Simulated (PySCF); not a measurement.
Protonation sites of N,N-dimethyl-1,3-propanediamine

System: `CN(C)CCCN` (C5H14N2). Numbering: `[CH3:1][N:2]([CH3:3])[CH2:4][CH2:5][CH2:6][NH2:7]`

Energies: ωB97X-D3(BJ)/def2-TZVP (PySCF, density fitting, integration grid level 2) on PBE0-D3(BJ)/def2-SVP structures. Zero-point and thermal terms (298.15 K, 1 bar) come from unscaled PBE0-D3(BJ)/def2-SVP harmonic frequencies, with soft modes damped to free rotors in the entropy.

| site | product | PA / kJ/mol | GB / kJ/mol | gas share | above best in DMF / kJ/mol |
| --- | --- | --- | --- | --- | --- |
| N2 (amine nitrogen) | `C[NH+](C)CCCN` | 970 | 938 | > 99.9 % | 0.0 |
| N7 (amine nitrogen) | `CN(C)CCC[NH3+]` | 943 | 911 | < 0.1 % | 6.3 |

PA is −ΔH and GB is −ΔG of B + H⁺ → BH⁺ in the gas phase. Shares are Boltzmann weights among the listed products; an error of 10 kJ/mol changes a ratio about 56-fold. Sites whose products fell apart, merged with another or lost in a GFN2-xTB screen aren't listed. Values in solvent are IEF-PCM free energies relative to the most favourable product.

Among these, N2 (amine nitrogen) wins by 27 kJ/mol in gas-phase free energy over N7.

In DMF the product from N2 is solvated 230 kJ/mol more strongly than the parent (electrostatics only).

Proton affinity (−ΔH), Gas-phase basicity (−ΔG): the gap is larger than usual, and may come from another state, site, conformer or species, from the functional or basis, or from an outlying measurement.

Measured values (NIST Chemistry WebBook, evaluated or the median of agreeing entries): proton affinity (−ΔH) 1025 kJ/mol (computed 970, difference -55); gas-phase basicity (−ΔG) 975 kJ/mol (computed 938, difference -37). These are compared with the most favourable site that keeps the skeleton.

Hardware: 1 thread of Arm Neoverse V1, shared with other jobs. Command: `OMP_NUM_THREADS=1 python redox_run.py task.json out`. Structures, frequencies and single points: 68 min.
